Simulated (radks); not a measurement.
Problem. Species: the bismuth ion Bi53+. Configuration: [Ar] 3d10 4s2 (the NIST ground configuration). Method: non-relativistic Kohn-Sham, TPSS, spin-polarised, spherical densities, point nucleus; meta-GGA in the generalised Kohn-Sham scheme; relativity is left out, which matters for an element this heavy; computed with a radial shooting solver on a logarithmic mesh with Libxc functionals. Some entries of the table are withheld. Estimate them.

| orbital | occ. | eigenvalue (eV) | <r^2> (bohr^2) |
|---|---|---|---|
| 1s | 2 | -84020.52 | (1) |
| 2s | 2 | -16595.33 | 0.006843 |
| 2p | 6 | (2) | 0.005039 |
| 3s | 2 | -6021.280 | 0.04014 |
| 3p | 6 | -5794.875 | 0.03668 |
| 3d | 10 | (3) | 0.02781 |
| 4s | 2 | -3051.713 | (4) |

Solution. 
(1) 1s <r^2> (bohr^2): 0.0004439
(2) 2p eigenvalue (eV): -16104.18
(3) 3d eigenvalue (eV): -5384.221
(4) 4s <r^2> (bohr^2): 0.1463
